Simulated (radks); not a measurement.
Values are calculated unless marked as measured or tabulated.
Problem. The table gives one normalised radial function P(r) = r R(r) of Li+ in [He] (r in bohr). Code: a radial shooting solver on a logarithmic mesh with Libxc functionals. Model: non-relativistic Kohn-Sham, r2SCAN, spin-unpolarised, spherical densities, point nucleus; meta-GGA in the generalised Kohn-Sham scheme.

r,P
0.0197,0.1730
0.02293,0.1995
0.02691,0.2313
0.03133,0.2658
0.03677,0.3069
0.0428,0.3509
0.05023,0.4028
0.05848,0.4575
0.06862,0.5209
0.07989,0.5865
0.09375,0.6606
0.1091,0.7349
0.1281,0.8157
0.1491,0.8930
0.175,0.9720
0.2037,1.0414
0.239,1.1043
0.2783,1.1500
0.3266,1.1784
0.3802,1.1822
0.4461,1.1581
0.5236,1.1031
0.6095,1.0221
0.7153,0.9098
0.8327,0.7830
0.9771,0.6371
1.138,0.4968
1.335,0.3583
1.554,0.2446
1.824,0.1500
2.123,0.0856

Which n and l does it have? It may be an empty orbital.

Solution. n = 1, l = 0: the number of nodes gives n - l - 1 = 0, the rise at small r (about r^(l+1)) gives l, and the extent must fit the shell. The curve is that of 1s. 1s: eigenvalue -61.919 eV, 0 radial nodes, <r> = 0.575 bohr, 90 % of the charge inside 1.04 bohr.
